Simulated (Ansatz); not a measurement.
One geometry of Mn(SH)2 (MnH2S2), several levels of theory.

```yaml
crystal:
  periodic: [false, false, false]
  atoms:
    - {symbol: Mn, position_ang: [0.212936, -0.383584, -0.013695]}
    - {symbol: S, position_ang: [0.196233, -0.402877, 2.239377]}
    - {symbol: H, position_ang: [0.564246, 0.900462, 2.341213]}
    - {symbol: S, position_ang: [0.164654, -0.246290, -2.262440]}
    - {symbol: H, position_ang: [-1.138070, 0.132300, -2.304455]}
basis:
  gaussian: {orbitals: def2-TZVP, initial_orbitals: start.molden}
magnetization: {spin_polarized: true, initial_magnetization: 5}
hamiltonian: {xc: {name: B97M-V}}
scf: {omitted_lower_state_checks: [starts]}
output: {orbitals: {seedname: orbitals}}
```

The file start.molden holds the orbitals of an earlier run on this structure, at another level or in another basis.

```sh
$ ansatz run in.yaml --threads 2 --pin off --events-out ev --progress --plain --max-ram 4352MiB
```

Shortened log:

```
Functional definition: B97M-V
1052 factors; their error is unknown
mean field evaluation 1: about -53014.0398 eV, gradient 1.3e1 eV
mean field evaluation 2: about -53014.1831 eV, gradient 2.4e-1 eV
mean field evaluation 4: about -53014.1794 eV, gradient 5.3e-2 eV
mean field evaluation 8: about -53014.1794 eV, gradient 2.3e-5 eV
mean field -53014.17944259 eV, -1948.2351602137 hartree, gradient 2.3e-5 eV, S^2 8.776372; 0 other end points of the search recorded, 0 dependent functions left out
reference -53014.17950123 eV, -1948.2351623686 hartree; 32, 27 occupied and 99, 104 virtual orbitals, 1052 factors
Total energy: -53014.17950123 eV, -1948.2351623686 hartree
Checks for a lower state left out: starts
```

Hardware: 2 threads of Intel Xeon 6975P-C on a shared host. Wall time 6.5 s.

As the first input, with `hamiltonian: {xc: {name: B3LYP}, dispersion: d4}` (abridged; 2.6 s):

```
Functional definition: B3LYP
mean field -53028.55619923 eV, -1948.7634962752 hartree, gradient 9.7e-6 eV, S^2 8.768670
Total energy: -53028.73514291 eV, -1948.7700723343 hartree
Checks for a lower state left out: starts
```

As the first input, with `gaussian: {orbitals: def2-TZVPP, initial_orbitals: start.molden}`, `correlation: {method: ccsd_t}`, `scf: {omitted_lower_state_checks: [starts, cluster_reference]}` and without the key `hamiltonian` (abridged; 2.2 min):

```
Functional definition: HF
mean field -52958.55059823 eV, -1946.1908378899 hartree, gradient 1.5e-6 eV, S^2 8.779092
15 core orbitals not correlated: weight in the atoms' cores, before any rotation towards them, 1.000 or more for the frozen orbitals, at most 0.000 for the correlated occupied ones
second order -22.24551961 eV of doubles, -0.00000000 eV of singles
cycle   1  -22.65226839 eV  change   -4.1e-1 eV  update   1.1e-1
cycle   2  -23.15349211 eV  change   -5.0e-1 eV  update   3.2e-2
cycle   3  -23.27745588 eV  change   -1.2e-1 eV  update   2.6e-2
cycle   4  -23.27566184 eV  change    1.8e-3 eV  update   1.2e-2
cycle   5  -23.27787125 eV  change   -2.2e-3 eV  update   7.6e-3
cycle   6  -23.28712394 eV  change   -9.3e-3 eV  update   3.2e-3
cycle   7  -23.28870483 eV  change   -1.6e-3 eV  update   1.4e-3
cycle   8  -23.28893074 eV  change   -2.3e-4 eV  update   4.7e-4
cycle   9  -23.28911617 eV  change   -1.9e-4 eV  update   2.0e-4
cycle  10  -23.28897590 eV  change    1.4e-4 eV  update   8.6e-5
cycle  11  -23.28902487 eV  change   -4.9e-5 eV  update   4.7e-5
cycle  12  -23.28905376 eV  change   -2.9e-5 eV  update   2.1e-5
perturbative correction -0.86414948 eV, -0.0317569078 hartree
Total energy: -52982.70380147 eV, -1947.0784517374 hartree
Checks for a lower state left out: starts, cluster_reference
```

As the first input, with `hamiltonian: {xc: hf}` (abridged; 1.7 s):

```
Functional definition: HF
mean field -52958.45880817 eV, -1946.1874646674 hartree, gradient 1.2e-5 eV, S^2 8.779132
Total energy: -52958.45880817 eV, -1946.1874646674 hartree
Checks for a lower state left out: starts
```

The first input with `gaussian: {orbitals: def2-SVP, initial_orbitals: start.molden}`, `hamiltonian: {xc: pbe0, dispersion: d4}` (abridged; 1.4 s):

```
Functional definition: PBE0
mean field -53001.60825564 eV, -1947.7731776145 hartree, gradient 1.6e-5 eV, S^2 8.772330
Total energy: -53001.70125949 eV, -1947.7765954427 hartree
Checks for a lower state left out: starts
```

First input, but with `gaussian: {orbitals: def2-TZVPD, initial_orbitals: start.molden}`, `hamiltonian: {xc: r2scan, dispersion: d4}` (abridged; 4.8 s):

```
Functional definition: r2SCAN
mean field -53025.08595233 eV, -1948.6359670541 hartree, gradient 2.0e-5 eV, S^2 8.776744
Total energy: -53025.11053530 eV, -1948.6368704616 hartree
Checks for a lower state left out: starts
```

As the first input, with `gaussian: {orbitals: 6-31G, initial_orbitals: start.molden}`, `hamiltonian: {xc: hf}` (abridged; 0.4 s):

```
Functional definition: HF
mean field -52951.39625712 eV, -1945.9279207035 hartree, gradient 1.3e-5 eV, S^2 8.779049
Total energy: -52951.39625712 eV, -1945.9279207035 hartree
Checks for a lower state left out: starts
```

Geometry: PBE-D4/def2-TZVP.

The 6-31G sets use Cartesian d functions. B3LYP takes the VWN-RPA correlation. Correlated methods freeze 15 core orbitals; core or outer-core shells of Mn are correlated, in sets that lack core-valence functions.
